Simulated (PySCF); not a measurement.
**Computed spin Hamiltonian**

C2H10NSi4 (doublet state).
Atom-mapped SMILES: `[SiH3:1][C:2]#[C:3][SiH:4][N:5]([SiH3:6])[SiH3:7]` (hydrogens: H8, H9, H10 on Si1; H11 on Si4; H12, H13, H14 on Si6; H15, H16, H17 on Si7)

Structure used (GFN2-xTB), in Å, numbered top down from 1:
```
atom  x, y, z in Å
Si1    4.0946   -0.1271    0.7245
C2     2.4156   -0.0276   -0.0222
C3     1.2923   -0.0401   -0.5033
Si4   -0.3468    0.2504   -1.2345
N5    -1.6945    0.1713   -0.1255
Si6   -2.4953   -1.3386    0.2110
Si7   -1.9643    1.5405    0.9208
H8     4.1084   -1.1787    1.7492
H9     4.4400    1.1592    1.3415
H10    5.0459   -0.4467   -0.3447
H11   -0.6676   -0.4652   -2.4641
H12   -3.9247   -1.0560    0.3206
H13   -2.2175   -2.2218   -0.9206
H14   -1.9765   -1.9243    1.4483
H15   -1.1134    1.4603    2.1102
H16   -1.6286    2.7182    0.1208
H17   -3.3746    1.5382    1.3075
```

The hyperfine couplings belong to this conformer and change with its torsions.

Computed, not measured: UKS B3LYP, pcH-1 on C H N Si, non-relativistic, mean-field spin-orbit, GIAO in PySCF 2.14.0. One conformer (not necessarily the lowest) at the GFN2-xTB geometry, without solvent, vibrations or thermal averaging. A GFN2-xTB geometry isn't a minimum of the functional, and hyperfine couplings can be far from their values at a DFT geometry, by a factor of two or more for some ions and for spin on atoms past the first row. No stability test was run, so a lower SCF solution isn't excluded.

```
g1, g2, g3 : 2.00037, 2.00211, 2.00309
g_iso      : 2.00186
Form of g  : rhombic: the two nearest values differ by 36 % of g3 − g1
⟨S²⟩       : 0.7555 (exact 0.7500)
```

Hyperfine couplings atom by atom, in 10⁻⁴ cm⁻¹; T1 to T3 are the principal values of the dipolar part; ρ(0) is the spin density at the nucleus (1 × 10⁻⁴ cm⁻¹ = 2.998 MHz):

```
atom  isotope   a_iso  of which spin–orbit     T1    T2    T3  Mulliken spin population  ρ(0) (bohr⁻³)
 Si1     29Si     3.1                  0.0   -0.1  -0.1   0.2                     -0.01        -0.0104
  C2      13C     5.8                  0.0   -5.3  -4.6   9.9                      0.21         0.0155
  C3      13C    10.4                  0.0   -4.0  -0.2   4.2                     -0.11         0.0276
 Si4     29Si  -170.7                  0.4  -52.3  26.0  26.3                      0.87         0.5771
  N5      14N     4.2                  0.0   -0.8  -0.7   1.4                      0.01         0.0389
 Si6     29Si   -12.5                  0.0   -1.7   0.7   0.9                      0.01         0.0421
 Si7     29Si    -7.9                  0.0   -0.8   0.4   0.4                      0.00         0.0266
  H8       1H     3.9                  0.0   -0.3  -0.2   0.5                      0.01         0.0026
  H9       1H     4.9                  0.0   -0.3  -0.2   0.5                      0.01         0.0033
 H10       1H     0.1                  0.0   -0.3  -0.3   0.6                      0.00         0.0000
 H11       1H    12.6                  0.0   -2.9   0.1   2.8                      0.00         0.0085
 H12       1H     2.4                  0.0   -0.3  -0.2   0.6                      0.00         0.0016
 H13       1H     1.6                  0.0   -0.6  -0.3   0.9                      0.00         0.0011
 H14       1H     2.4                  0.0   -0.4  -0.2   0.6                      0.01         0.0016
 H15       1H     0.0                  0.0   -0.4  -0.4   0.8                      0.00         0.0000
 H16       1H     0.2                  0.0   -1.2  -0.7   1.9                      0.00         0.0002
 H17       1H     2.1                  0.0   -0.4  -0.3   0.6                      0.00         0.0014
```

The Mulliken spin populations are largest on Si4 (+0.87), C2 (+0.21) and C3 (-0.11). The angles at Si4 add up to 343.1°, so it is pyramidal.

Axes: g3 points within 11° of the Si4–N5 bond.

Under fast tumbling the dipolar parts average out, and these isotropic splittings remain: 1 × 1H (H11, I = 1/2, 2 lines) with 1.35 mT, 1 × 14N (N5, I = 1, 3 lines) with 0.45 mT, 3 × 1H (H8/H9/H10, I = 1/2, 4 lines) with 0.32 mT, 3 × 1H (H12/H13/H14, I = 1/2, 4 lines) with 0.23 mT and 3 × 1H (H15/H16/H17, I = 1/2, 4 lines) with 0.08 mT.

Class means assume fast exchange of nuclei equivalent by connectivity; if that motion is slow, each nucleus keeps its own coupling. Si6 and Si7, with what hangs on them, aren't averaged: N5 is flat or nearly so (angle sum 358°), and its turn about the short N5–Si4 bond (1.75 Å) is taken as slow. The three 1H nuclei of mean +8.9 MHz run from 0.2 to 14.8 MHz in the frozen geometry. The three 1H nuclei of mean +2.3 MHz run from -0.1 to 6.3 MHz in the frozen geometry.

The 29Si coupling of Si4 (-511.8 MHz) shows only in satellite lines or after enrichment, since that isotope makes up about 4.7 % of natural silicon.

The 13C coupling of C3 (31.1 MHz) shows only in satellite lines or after enrichment, since that isotope makes up about 1.07 % of natural carbon.

The spin density at the nucleus, in bohr⁻³, is negative for Si1 (-0.0104), for instance. A restricted open-shell determinant has no negative spin density anywhere; here it arises because α and β orbitals differ (spin polarisation).
